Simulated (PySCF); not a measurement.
**How ionic is MI along group 13?**

r²SCAN in PySCF with def2-SVP on every atom (core potentials on In, I, Tl), for the lowest determinant that a PBE0 search found; no spin–orbit coupling. A negative dipole means M(+)I(−).

```json
{"M": "Al", "state (unpaired electrons)": "singlet (closed shell)", "Re (Å)": "2.553", "μ (D)": "-1.57"}
{"M": "Ga", "state (unpaired electrons)": "singlet (closed shell)", "Re (Å)": "2.583", "μ (D)": "-2.23"}
{"M": "In", "state (unpaired electrons)": "singlet (closed shell)", "Re (Å)": "2.789", "μ (D)": "-3.46"}
{"M": "Tl", "state (unpaired electrons)": "singlet (closed shell)", "Re (Å)": "2.869", "μ (D)": "-4.54"}
```

Give the ionic character |μ|/(e·Re) of each, with 1 e·Å = 4.803 D, and the positive end.

AlI 13 % (Al positive), GaI 18 % (Ga positive), InI 26 % (In positive), TlI 33 % (Tl positive). Lone pairs and polarisation enter μ too, so this number is only a rough measure of charge transfer.

Spin–orbit coupling is left out, which matters for elements this heavy, above all for dissociation energies.
